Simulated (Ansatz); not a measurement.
`[SiH3]C[CH2][InH2]` + `[OH][GeH3]` → `[GeH3][O][CH2][InH2]` + `C[SiH3]` at 700 K and 1 bar (substitution at a C–C bond).

Calculated with Ansatz (gas phase, PBE0-D4/def2-TZVP geometries, no zero-point term in ΔE). CBS: MP2 limit from def2 TZ/QZ plus the TZ coupled-cluster correction, frozen cores. This one scheme is used for every species. Elements past krypton have def2 core potentials. For Ge, In outer-core shells are correlated without core-valence functions, which leaves a few kJ/mol of doubt a bond. Scalar relativity is left out up to krypton. Each species was taken in one conformer, which may not be the lowest.

```csv
species,CCSD(T)/CBS energy (Eh),H − E (kJ/mol),S (J/(mol·K))
`[SiH3]C[CH2][InH2]`,-560.37565,330.7,506.4
`[OH][GeH3]`,-2153.69723,141.7,338.7
`[GeH3][O][CH2][InH2]`,-2383.31100,259.3,523.1
`C[SiH3]`,-330.73916,210.8,332.0
```

H − E and S are ideal-gas, rigid-rotor, harmonic terms from PBE0-D4/def2-TZVP, for one conformer and one mirror image of each species. 1 Eh = 2625.50 kJ/mol, R = 8.31446 J/(mol·K).

Question: By hand: ΔE, ΔH, ΔS and ΔG.

Answer: ΔE = (-2383.31100) + (-330.73916) − (-560.37565) − (-2153.69723) = 0.02272 Eh = 59.7 kJ/mol. Δ(H − E) = 259.3 + 210.8 − 330.7 − 141.7 = -2.3, so ΔH = 57.4 kJ/mol. ΔS = 523.1 + 332.0 − 506.4 − 338.7 = 10.0 J/(mol·K). ΔG = 57.4 − 700 × (10.0)/1000 = 50.4 kJ/mol.

Question: By hand: the equilibrium constant, and the temperature at which ΔG would vanish if ΔH and ΔS stayed fixed.

Answer: log₁₀ K = −ΔG/(RT ln 10) = -3.8. ΔG = 0 at ΔH/ΔS = 5740 K, far beyond where these terms or the molecules hold.

The number of gas molecules stays the same, so ΔS is small and ΔH decides. A doubt of 5 kJ/mol in ΔE shifts log₁₀ K by 0.4 here. Other conformers and mirror images would add mixing entropy, several J/(mol·K) or more a flexible species. Modes under 60 cm⁻¹, often nearly free rotors, make the harmonic entropy too high. These are equilibria of isolated gas molecules and say nothing of rates. Largest T1 diagnostic: 0.013 (customary marks: 0.02 for closed shells, 0.045 for open ones).
